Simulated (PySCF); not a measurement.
A structure optimised at B3LYP-D3(BJ)/def2-SVP, used in a PySCF frequency run:

```
N
B 1 1.3979
F 2 1.3426 1 119.94
C 1 1.4488 2 122.19 3 180.00
H 4 1.0983 1 110.17 2 0.00
H 4 1.1058 5 108.34 1 -121.92
H 4 1.1058 5 108.34 6 -116.15
C 1 1.4515 2 122.97 3 0.00
H 8 1.0973 1 110.04 2 0.00
H 8 1.1054 9 108.55 1 121.73
H 8 1.1054 9 108.55 10 116.54
H 2 1.2064 3 118.88 1 180.00
```

Problem. Write its SMILES, formula and point group.

Solution. CN(C)BF, C₂H₇BFN, Cs

Problem. What are its rotational constants (standard atomic weights)?

Solution. 8.9489, 3.6557, 2.6837 GHz
